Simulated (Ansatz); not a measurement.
Input and output for GaH$_{5}$OSSi$_{2}$, SMILES `[SiH3][Ga]1[O][SiH2][S]1`.

```yaml
crystal:
  periodic: [false, false, false]
  atoms:
    - {symbol: Si, position_ang: [-2.231145, -1.249808, -0.192337]}
    - {symbol: Ga, position_ang: [-0.072439, 0.319231, -0.080071]}
    - {symbol: O, position_ang: [1.183739, -0.521571, 0.503642]}
    - {symbol: Si, position_ang: [2.302708, 1.114308, 0.574942]}
    - {symbol: S, position_ang: [0.924247, 1.858046, -0.358583]}
    - {symbol: H, position_ang: [-3.665170, 0.044611, -0.868675]}
    - {symbol: H, position_ang: [-2.933206, -1.233915, 1.058951]}
    - {symbol: H, position_ang: [-2.281672, -2.469314, -0.972980]}
    - {symbol: H, position_ang: [2.710253, 1.289622, 1.560601]}
    - {symbol: H, position_ang: [3.306059, 0.655540, -0.786181]}
basis:
  gaussian: {orbitals: def2-TZVPD, nuclear_model: gaussian}
hamiltonian: {xc: {name: B2GP-PLYP}}
```

```sh
$ ansatz run in.yaml --threads 2 --pin off --events-out ev --progress --plain --max-ram 22528MiB --backend cuda --devices 0, --max-vram 18GiB
```

Output, abridged:

```
Functional definition: B2GP-PLYP
1769 factors; integrals over basis functions are off by at most 1.2e-3 eV
mean field evaluation 1: about -81045.8244 eV, gradient 6.0e1 eV
mean field evaluation 2: about -81046.2003 eV, gradient 6.0e1 eV
mean field evaluation 4: about -81052.5629 eV, gradient 8.4e0 eV
mean field evaluation 8: about -81052.7467 eV, gradient 9.6e-1 eV
mean field evaluation 16: about -81052.7485 eV, gradient 6.7e-4 eV
mean field -81052.74852955 eV, -2978.6335689347 hartree, gradient 5.8e-7 eV, S^2 0.000000; 0 other end points of the search recorded, 0 dependent functions left out
25 core orbitals not correlated: weight in the atoms' cores, before any rotation towards them, 1.000 or more for the frozen orbitals, at most 0.000 for the correlated occupied ones
reference -81052.74869676 eV, -2978.6335750797 hartree; 19, 19 occupied and 227, 227 virtual orbitals, 1769 factors
second order -28.06970985 eV of doubles, -0.00000000 eV of singles
Total energy: -81062.85379231 eV, -2979.0049304916 hartree
```

Run time 2.9 s (2 threads of an AMD EPYC 7R13 on a shared host and a share of an NVIDIA H100 80 GB); peak host memory 1.3 GiB.
